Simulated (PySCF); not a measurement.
Be2H2, SMILES [BeH][BeH]. Atoms are numbered in the order given.

```xyz
4

H      0.0000     0.0000    -2.3969
Be     0.0000     0.0000    -1.0514
Be     0.0000     0.0000     1.0514
H      0.0000     0.0000     2.3969
```

Geometry optimised at PBE0-D3(BJ)/def2-TZVPD.

Method: TDDFT-ωB97X/def2-TZVPD run with PySCF.

Vertical excitations; the highest root listed may be one member of a degenerate set.  State labels are in the subgroup D2h.

Computed UV-visible absorptions:
```
state  symmetry  energy (eV)  λ (nm)      f                                                 main pairs
-----  --------  -----------  ------  -----  ---------------------------------------------------------
S1          B2u         4.00     310  0.035                                 HOMO→LUMO (degenerate set)
S2          B3u         4.00     310  0.035                               HOMO→LUMO+1 (degenerate set)
S3          B2g         6.05     205  0.000  HOMO−1→LUMO+1, HOMO→LUMO+4, HOMO→LUMO+10 (degenerate set)
S4          B3g         6.05     205  0.000    HOMO−1→LUMO, HOMO→LUMO+5, HOMO→LUMO+11 (degenerate set)
S5          B3g         7.00     177  0.000    HOMO−1→LUMO, HOMO→LUMO+5, HOMO→LUMO+11 (degenerate set)
S6          B2g         7.00     177  0.000  HOMO−1→LUMO+1, HOMO→LUMO+4, HOMO→LUMO+10 (degenerate set)
S7          B3u         7.33     169  0.427                             HOMO−2→LUMO+1 (degenerate set)
S8          B2u         7.33     169  0.427                               HOMO−2→LUMO (degenerate set)
S9           Ag         7.42     167  0.000                         HOMO→LUMO+3 80 %, HOMO→LUMO+8 17 %
S10         B1u         8.00     155  0.280                                           HOMO→LUMO+2 79 %
T1          B2u         2.98     416      0                                 HOMO→LUMO (degenerate set)
T2          B3u         2.98     416      0                               HOMO→LUMO+1 (degenerate set)
T3          B2g         5.70     217      0  HOMO−1→LUMO+1, HOMO→LUMO+4, HOMO→LUMO+10 (degenerate set)
T4          B3g         5.70     217      0    HOMO−1→LUMO, HOMO→LUMO+5, HOMO→LUMO+11 (degenerate set)
```
Triplets are in the Tamm–Dancoff approximation, which puts them higher than full response would, so one can lie above its singlet here.
